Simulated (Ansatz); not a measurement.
A nudged elastic band was laid between two geometries of BH3O + BrH (7 atoms, charge 0, multiplicity 1).

The calculation used RKS LDA/def2-SVP (Ansatz 0.2.0).

```yaml
movable_images: 7
climbing_image: yes
spring: 0.5 eV/Å²
optimiser: quadratic models (default)
start_path: through a guess of the saddle point
force_threshold: 0.05 eV/Å
iteration_limit: 60
end_points: relaxed
```

Initial state:

```xyz
7
Properties=species:S:1:pos:R:3
B 0.016 -0.219 -0.016
H -0.076 -0.335 1.216
H 1.077 0.053 -0.543
O -1.034 -0.477 -0.801
H -1.858 -0.697 -0.325
Br -0.297 2.667 1.223
H -0.157 1.223 1.427
```

Final state:

```xyz
7
Properties=species:S:1:pos:R:3
B -0.295 0.616 -0.417
H 0.181 -0.365 2.466
H 0.785 0.074 -0.570
O -1.467 0.017 -0.653
H -1.363 -0.909 -0.947
Br -0.331 2.432 0.162
H 0.162 0.349 2.143
```

Question: What changes between the two ends?

Answer: Bonds broken: B1–H2, Br6–H7. Bonds formed: B1–Br6, H2–H7. BH3O + BrH becomes BBrH2O + H2.

Question: What energy profile does the band end with?

Answer: It converged. The highest image is number 3 of 0 to 8, 0.223 eV above the first end and 0.867 eV above the last; the last end lies 0.644 eV below the first. A structure lower than the last end lies on the path between it and the top, so the climb from that side starts below the end, which may itself be a saddle point or a shallow side well. The order of the stationary point at the top wasn't checked. The orbitals stay closed-shell, which can raise the energy where a bond breaks towards radicals; this wasn't checked here.

```csv
image,path coordinate (Å),energy (eV),B1–H2 (Å),Br6–H7 (Å),B1–Br6 (Å)
0,0.00,0.000,1.24,1.46,3.16
1,0.33,0.017,1.25,1.48,2.93
2,0.65,0.111,1.26,1.53,2.63
3,0.98,0.223,1.32,1.69,2.35
4,2.91,-0.694,3.10,3.05,1.92
5,4.86,-0.700,3.03,4.05,1.91
6,6.81,-0.710,4.17,4.91,1.92
7,8.68,-0.640,3.48,4.23,1.90
8,10.56,-0.644,3.08,2.92,1.91
```

Question: What is the geometry of the highest image?

Answer: 
```xyz
7
Properties=species:S:1:pos:R:3:forces:R:3
B -0.001 0.106 0.049 0.00 0.00 0.00
H 0.060 -0.307 1.303 0.00 0.00 0.00
H 1.122 0.187 -0.397 0.00 0.00 0.00
O -1.023 -0.369 -0.693 0.00 0.00 0.00
H -1.890 -0.444 -0.257 0.00 0.00 0.00
Br -0.413 2.304 0.788 0.00 0.00 0.00
H -0.183 0.738 1.388 0.00 0.00 0.00
```

The band took 39 iterations and about 4 core-minutes.

Time of the run: 4.2 min on 1 thread of Arm Neoverse V2, with other jobs on the host, peak memory 0.14 GiB.
